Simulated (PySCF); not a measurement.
H₅OSi₂, multiplicity 2. Atoms are numbered in the order given.

```xyz
8

Si     1.5025    -0.3700     0.5146
O      0.0131    -0.3204    -0.1714
Si    -1.4294     0.4434    -0.3442
H      2.2901    -1.4219    -0.1820
H      2.1682     0.9565     0.3669
H     -1.2142     1.8935    -0.5580
H     -2.1218    -0.1375    -1.5133
H     -2.2502     0.2461     0.8721
```
Charge 0, spin multiplicity 2.

Geometry: B3LYP-D3(BJ)/def2-TZVP. The isomer is the one that the SMILES or the coordinates give; other isomers of the formula were not compared.

These are TDA-M06-2X/def2-SVPD in PySCF values and carry that method's errors.

Vertical excitations. Isolated molecule, no solvent.

Q: List the lowest excited states. (Estimate from the structure and the level; the computed values follow.)

A: 
| state | energy (eV) | λ (nm) | f | main pairs |
|---|---|---|---|---|
| root 1 | 4.18 | 296 | 0.025 | α HOMO→LUMO 83 % |
| root 2 | 4.81 | 258 | 0.003 | β HOMO→LUMO 83 % |
| root 3 | 5.43 | 228 | 0.049 | α HOMO→LUMO+2 49 %, α HOMO→LUMO+1 36 % |
| root 4 | 5.73 | 216 | 0.089 | α HOMO→LUMO+3 57 %, α HOMO→LUMO+6 13 %, α HOMO→LUMO+5 10 % |
| root 5 | 6.10 | 203 | 0.027 | α HOMO→LUMO+4 5 %, α HOMO→LUMO+5 5 %, β HOMO−1→LUMO 69 % |
| root 6 | 6.12 | 202 | 0.020 | α HOMO→LUMO+5 27 %, α HOMO→LUMO+4 12 %, α HOMO→LUMO+7 10 %, α HOMO→LUMO+2 9 %, β HOMO−1→LUMO 15 % |
| root 7 | 6.33 | 196 | 0.006 | β HOMO−2→LUMO 67 % |
| root 8 | 6.42 | 193 | 0.009 | α HOMO→LUMO+1 54 %, α HOMO→LUMO+2 24 % |
| root 9 | 6.81 | 182 | 0.046 | α HOMO→LUMO+5 44 %, α HOMO→LUMO+4 20 %, α HOMO→LUMO+6 14 % |
| root 10 | 7.05 | 176 | 0.017 | α HOMO→LUMO+6 48 %, α HOMO→LUMO+4 41 % |
Unrestricted roots are not spin-pure.
